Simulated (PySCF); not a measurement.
Species: 2-chlorophenol, `Oc1ccccc1Cl`. The columns A, B, C and D hold Mulliken, IAO, Hirshfeld and ESP-fitted charges (e) of one PBE0/pcSseg-1 density (PySCF), in a shuffled order. Coordinates in Å (GFN2-xTB); the density's dipole moment is (-0.91, 0.01, 0.07) D.

| atom | x | y | z | A | B | C | D |
| --- | --- | --- | --- | --- | --- | --- | --- |
| O1 | 2.414 | -0.336 | -0.378 | -0.554 | -0.466 | -0.182 | -0.367 |
| C2 | 1.085 | -0.194 | -0.198 | +0.518 | +0.210 | +0.069 | +0.311 |
| C3 | 0.217 | -1.142 | -0.730 | -0.388 | -0.186 | -0.064 | -0.094 |
| C4 | -1.148 | -1.016 | -0.557 | -0.031 | -0.142 | -0.044 | -0.048 |
| C5 | -1.671 | 0.055 | 0.149 | -0.306 | -0.171 | -0.059 | -0.092 |
| C6 | -0.823 | 1.008 | 0.686 | +0.032 | -0.151 | -0.058 | +0.057 |
| C7 | 0.541 | 0.879 | 0.510 | -0.263 | -0.073 | -0.012 | -0.307 |
| Cl8 | 1.631 | 2.069 | 1.176 | -0.065 | -0.036 | -0.016 | -0.102 |
| H9 | 2.868 | 0.404 | 0.055 | +0.398 | +0.359 | +0.148 | +0.245 |
| H10 | 0.641 | -1.969 | -1.276 | +0.209 | +0.169 | +0.056 | +0.107 |
| H11 | -1.808 | -1.760 | -0.977 | +0.140 | +0.160 | +0.055 | +0.095 |
| H12 | -2.737 | 0.153 | 0.283 | +0.171 | +0.158 | +0.052 | +0.095 |
| H13 | -1.215 | 1.848 | 1.238 | +0.138 | +0.169 | +0.054 | +0.099 |

Q: Which column most likely holds the ESP-fitted charges?

A: A. Σ q r misses the density's dipole by 0.07 D (A), 0.36 D (B), 0.61 D (C), 2.26 D (D). Charges fitted to the outside potential are the only set here that is tied to the molecule's multipoles.

Q: And the Hirshfeld charges?

A: C. The mean sizes are 0.067 e (C), 0.155 e (D), 0.189 e (B), 0.247 e (A), and Hirshfeld charges are commonly the smallest of these schemes.

As computed, A = ESP-fitted, B = IAO, C = Hirshfeld, D = Mulliken. Hydrogens on carbon: ESP-fitted +0.14 to +0.21, IAO +0.16 to +0.17, Hirshfeld +0.05 to +0.06, Mulliken +0.10 to +0.11 e.

The Mulliken scheme counts on each atom the diagonal of the density matrix times the overlap matrix over that atom's basis functions. The Hirshfeld scheme divides the density at each point in proportion to the densities of the neutral, spherically averaged free atoms.

Geometry: GFN2-xTB, one conformer, isolated molecule.

The run behind these numbers computed NMR shieldings as well. Rough CPU time on one thread of a shared machine: about 60 s.

Shape of the structure used: `[OH:1][c:2]1[cH:3][cH:4][cH:5][cH:6][c:7]1[Cl:8]`: H–O1–C2–C3 180°.
